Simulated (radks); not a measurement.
Values are calculated unless marked as measured or tabulated.
Removal energies from the vanadium ion V7+, [Ne] 3s2 3p(1/2: 2, 3/2: 2), by Delta-SCF beside the eigenvalue of the level emptied. Level of theory: Dirac Kohn-Sham, PBE, spin-unpolarised, spherical densities, finite nucleus; Fermi nuclear charge, rms radius of each element as measured or else 0.836 A^(1/3) + 0.57 fm (a radial shooting solver on a logarithmic mesh with Libxc functionals). Sub-shells are occupied by j as written (lower j first in brackets).

| removed from | final configuration | Delta-SCF (eV) | -eigenvalue (eV) |
|---|---|---|---|
| 3p3/2 | [Ne] 3s2 3p(1/2: 2, 3/2: 1) | 176.19 | 163.88 |
| 3p1/2 | [Ne] 3s2 3p(1/2: 1, 3/2: 2) | 177.35 | 164.98 |
| 3s1/2 | [Ne] 3s1 3p(1/2: 2, 3/2: 2) | 204.65 | 192.11 |
| 2p3/2 | [He] 2s2 2p(1/2: 2, 3/2: 3) 3s2 3p(1/2: 2, 3/2: 2) | 677.68 | 642.11 |
